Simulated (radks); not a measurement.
Neutral tin inside a hard spherical wall (all orbitals vanish at R), configuration held at [Kr] 4d10 5s2 5p2 and not refilled when levels cross. All-electron calculation, scalar-relativistic Kohn-Sham, PBE, spin-unpolarised, spherical densities, point nucleus. Program: a radial shooting solver on a logarithmic mesh with Libxc functionals. Eigenvalues in eV, with the zero of energy where the potential of the charges vanishes at infinity; a dash marks a level that is unbound or too diffuse for the functional's potential to be trusted. A positive occupied level is held by the wall or, in an anion where self-interaction has pushed it up, behind a barrier. The pressure on the wall is -dE/dV.

| R (bohr) | E (hartree) | kinetic (hartree) | e(4p) | e(4d) | e(5s) | e(5p) | e(6s, empty) | e(5d, empty) | pressure (GPa) |
|---|---|---|---|---|---|---|---|---|---|
| free | -6177.20234 | 6449.578 | -89.700 | -25.839 | -10.549 | -3.694 | - | - | 0 |
| 20 | -6177.20234 | 6449.578 | -89.700 | -25.839 | -10.549 | -3.694 | -0.452 | - | < 0.0001 |
| 12 | -6177.20224 | 6449.579 | -89.687 | -25.826 | -10.538 | -3.684 | -0.092 | 1.294 | 0.00173 |
| 10 | -6177.20154 | 6449.585 | -89.628 | -25.767 | -10.490 | -3.635 | 0.475 | 1.851 | 0.0191 |
| 7 | -6177.18512 | 6449.684 | -88.959 | -25.106 | -9.972 | -3.026 | 4.055 | 4.262 | 0.862 |
| 4 | -6176.65575 | 6451.931 | -82.552 | -18.936 | -3.923 | 5.274 | 35.263 | 20.434 | 106 |
| 3.5 | -6176.11487 | 6453.990 | -78.930 | -15.506 | 0.647 | 11.362 | 55.073 | 30.308 | 299 |
| 1.5 | -6122.46926 | 6628.323 | 30.328 | 103.80 | 273.37 | 313.14 | 726.59 | 370.39 | 161000 |
